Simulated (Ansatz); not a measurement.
`B[C](=C)[GaH][CH3]`. Charge 0, multiplicity 1.

Cartesian coordinates in Å:
```
B 1.161 -0.020 1.200
C 0.576 1.097 0.432
C 0.476 2.388 0.141
Ga -0.678 -0.049 -0.700
C -0.887 -1.998 -0.618
H 0.604 -0.437 2.179
H 2.085 -0.643 0.753
H -0.200 2.774 -0.617
H 1.080 3.129 0.662
H -1.470 0.902 -1.669
H -1.209 -2.295 0.384
H 0.074 -2.485 -0.802
H -1.614 -2.363 -1.344
```

List the harmonic frequencies (cm⁻¹, unscaled) at PBE0-D4/def2-TZVP in Ansatz. (Estimate.)

Computed: 39, 62, 101, 129, 257, 304, 325, 410, 457, 572, 626, 677, 725, 773, 877, 933, 964, 965, 1079, 1208, 1228, 1444, 1447, 1477, 1748, 1950, 2548, 2614, 3051, 3110, 3129, 3153, 3186.

Is this a minimum?

Yes, all 33 modes are real.

Give the ideal-gas thermochemistry at 298.15 K and 1 bar (rigid rotor, harmonic oscillator; point group Cs, symmetry number 1).

Zero-point energy 248.6 kJ/mol; H(298) − E = 273.8 kJ/mol; entropy 384.5 J/(mol·K), of which translation 169.0, rotation 112.6, vibration 102.9; G(298) − E = 159.2 kJ/mol. Modes under 100 cm⁻¹ are hindered rotations or soft bends, so the harmonic entropy is rough.

And at 400, 500, 600, 800 and 1000 K?


```
T (K)  H − E (kJ/mol)  S (J/mol/K)  G − E (kJ/mol)
  400           288.3        426.1           117.9
  500           304.8        462.8            73.4
  600           323.1        496.1            25.4
  800           364.1        554.9           -79.8
 1000           409.5        605.5          -196.0
```

Rotational constants (cm⁻¹)?

0.2092, 0.07925, 0.05897.
